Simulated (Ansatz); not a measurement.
The cluster Hf₂Se₄. Charge 0, multiplicity 1. Geometry PBE-D4/def2-SVP.

```tsv
atom	x (Å)	y (Å)	z (Å)
Hf1	2.157	1.545	-1.541
Hf2	-0.318	-0.231	0.229
Se3	1.726	1.203	0.912
Se4	-2.581	-0.331	1.357
Se5	-1.177	-2.346	1.322
Se6	0.193	0.160	-2.279
```

In the def2 sets Hf takes a core potential; there is no spin–orbit coupling. HSE06 is defined as in plane-wave codes, on full-range PBE exchange. The restricted singlet is unstable towards broken spin symmetry at other levels; at PBE-D4/def2-TZVP, r2SCAN-D4/def2-TZVP, PBE0-D4/def2-TZVP, HSE06-D4/def2-TZVP this wasn't settled. No other spin state of charge 0 was run. The geometry of the singlet was relaxed on an unsound state (restricted singlet, unstable towards broken spin symmetry at other levels and untested here). Another isomer (singlet) lies 1.71 eV lower at PBE0-D4/def2-TZVP; other spin states weren't run for this one.

**Question.** Estimate the orbital energies around the gap (eV) in Ansatz with PBE-D4/def2-TZVP, r2SCAN-D4/def2-TZVP, PBE0-D4/def2-TZVP, HSE06-D4/def2-TZVP.

**Answer.** 
| orbital | PBE-D4/def2-TZVP | r2SCAN-D4/def2-TZVP | PBE0-D4/def2-TZVP | HSE06-D4/def2-TZVP |
| --- | --- | --- | --- | --- |
| HOMO−9 | -8.41 | -8.73 | -9.56 | -9.16 |
| HOMO−8 | -7.81 | -8.23 | -9.12 | -8.71 |
| HOMO−7 | -7.59 | -7.96 | -8.82 | -8.42 |
| HOMO−6 | -7.50 | -7.90 | -8.77 | -8.37 |
| HOMO−5 | -7.40 | -7.73 | -8.59 | -8.18 |
| HOMO−4 | -6.98 | -7.33 | -8.11 | -7.72 |
| HOMO−3 | -6.96 | -7.25 | -8.02 | -7.62 |
| HOMO−2 | -6.60 | -6.98 | -7.81 | -7.41 |
| HOMO−1 | -5.47 | -5.77 | -6.53 | -6.14 |
| HOMO | -4.44 | -4.51 | -5.14 | -4.77 |
| LUMO | -4.05 | -3.95 | -3.42 | -3.78 |
| LUMO+1 | -3.51 | -3.45 | -2.79 | -3.15 |
| LUMO+2 | -3.44 | -3.39 | -2.79 | -3.14 |
| LUMO+3 | -3.41 | -3.38 | -2.73 | -3.08 |
| LUMO+4 | -3.38 | -3.22 | -2.50 | -2.89 |
| LUMO+5 | -3.28 | -3.17 | -2.50 | -2.88 |
